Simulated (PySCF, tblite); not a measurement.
C4H12FNSi2.
SMILES with atom numbers: `[CH2:1]=[CH:2][C@@H:3]([NH2:4])[CH2:5][SiH2:6][SiH2:7][F:8]` (hydrogens: H9, H10 on C1; H11 on C2; H12 on C3; H13, H14 on N4; H15, H16 on C5; H17, H18 on Si6; H19, H20 on Si7)

Structure used (GFN2-xTB), in Å, numbered top down from 1:
```xyz
20
C4H12FNSi2 angstrom
C     -3.216    0.008    0.786
C     -1.965    0.406    0.919
C     -0.834   -0.019    0.025
N     -0.081    1.111   -0.514
C      0.141   -0.915    0.791
Si     1.641   -1.340   -0.310
Si     2.613    0.546   -1.199
F      2.727    1.712   -0.079
H     -3.512   -0.663   -0.003
H     -3.995    0.325    1.459
H     -1.682    1.078    1.721
H     -1.234   -0.579   -0.828
H      0.232    1.710    0.243
H     -0.658    1.672   -1.132
H      0.470   -0.389    1.690
H     -0.384   -1.811    1.123
H      1.156   -2.238   -1.371
H      2.530   -2.166    0.527
H      4.036    0.341   -1.510
H      2.010    1.222   -2.340
```

Method: PBE0/pcSseg-1 in PySCF (dipole) on a GFN2-xTB geometry, gas phase.

Take the most abundant isotopes and a rigid rotor. The values belong to one conformer with, in the numbering `[CH2:1]=[CH:2][C@@H:3]([NH2:4])[CH2:5][SiH2:6][SiH2:7][F:8]`, C1–C2–C3–N4 128°, C2–C3–N4–H 54° and -65°, C2–C3–C5–Si6 -176°, C3–C5–Si6–Si7 52°, C5–Si6–Si7–F8 43°.

Problem. What are A, B and C (MHz)?

Solution. Ia = 202.93, Ib = 677.37, Ic = 796.45 u·Å²; 505379 MHz·u·Å²/I gives A = 2490, B = 746.1, C = 634.5 MHz.

Problem. Classify the top.

Solution. An asymmetric top. Ray's parameter κ = (2B − A − C)/(A − C) = -0.880; −1 is the prolate and +1 the oblate limit.

Problem. What does the inertial defect say?

Solution. Not planar: Δ = Ic − Ia − Ib = -83.85 u·Å². For a rigid frame Δ = −2 Σ m c², so Σ m c² = 41.92 u·Å² lies off the ab plane: 14.53 from hydrogen and 27.39 from heavier atoms. The atom farthest from that plane is 1.66 Å away.

Problem. List the rotational levels J(Ka,Kc) to J = 4 (MHz).

Solution. Above 0(0,0):
J = 1: 1(0,1) 1381, 1(1,1) 3125, 1(1,0) 3236
J = 2: 2(0,2) 4137, 2(1,2) 5775, 2(1,1) 6109, 2(2,1) 11342, 2(2,0) 11347
J = 3: 3(0,3) 8258, 3(1,3) 9746, 3(1,2) 10415, 3(2,2) 15484, 3(2,1) 15510, 3(3,1) 24488, 3(3,0) 24488
J = 4: 4(0,4) 13729, 4(1,4) 15036, 4(1,3) 16150, 4(2,3) 21003, 4(2,2) 21080, 4(3,2) 30020, 4(3,1) 30021, 4(4,1) 42612, 4(4,0) 42612
The levels of one J sum to (2J + 1)J(J + 1)(A + B + C)/3.

Problem. Which lines would a microwave search look for?

Solution. The dipole components are |μa| = 2.63 D, |μb| = 0.02 D, |μc| = 0.70 D. The squared components, which scale the intensities, stand as 1.00 : 0.00 : 0.07 (a : b : c). Some lines, for components of 0.1 D or more:

| type | branch | J(Ka,Kc) | MHz | lower level (cm⁻¹) |
| --- | --- | --- | --- | --- |
| a | Q | 2(1,1) ← 2(1,2) | 335 | 0.193 |
| a | R | 1(0,1) ← 0(0,0) | 1381 | 0.000 |
| c | Q | 2(1,2) ← 2(0,2) | 1638 | 0.138 |
| c | Q | 1(1,1) ← 1(0,1) | 1744 | 0.046 |
| a | R | 2(1,2) ← 1(1,1) | 2650 | 0.104 |
| a | R | 2(0,2) ← 1(0,1) | 2756 | 0.046 |
| a | R | 2(1,1) ← 1(1,0) | 2873 | 0.108 |
| c | R | 1(1,0) ← 0(0,0) | 3236 | 0.000 |
| c | R | 2(1,1) ← 1(0,1) | 4729 | 0.046 |
| c | Q | 2(2,1) ← 2(1,1) | 5233 | 0.204 |
| c | R | 2(2,0) ← 1(1,0) | 8111 | 0.108 |
| c | R | 2(2,1) ← 1(1,1) | 8217 | 0.104 |

Problem. Estimate the classical rotational partition function at 10 K, 25 K and 200 K.

Solution. Point group C1, symmetry number σ = 1; q = (√π/σ)·√((kT/h)³/(ABC)), k/h = 20836.6 MHz/K: 4910 at 10 K, 19400 at 25 K, 439000 at 200 K.

Its GFN2-xTB frequencies are all real (lowest 27 cm⁻¹). No vibrational averaging or centrifugal distortion is included, and the geometry carries the error of its method. A rigid rotor knows nothing of inversion at nitrogen, which can split or shift real lines. Quadrupole hyperfine structure (14N) is left out.

Time: 55 s of wall time (with the writing of density and orbital grids); peak memory 1.0 GiB. Hardware: an Arm Neoverse V1 with one thread, shared host. This is the PBE0/pcSseg-1 job that gave the dipole, with the shieldings it also computed.
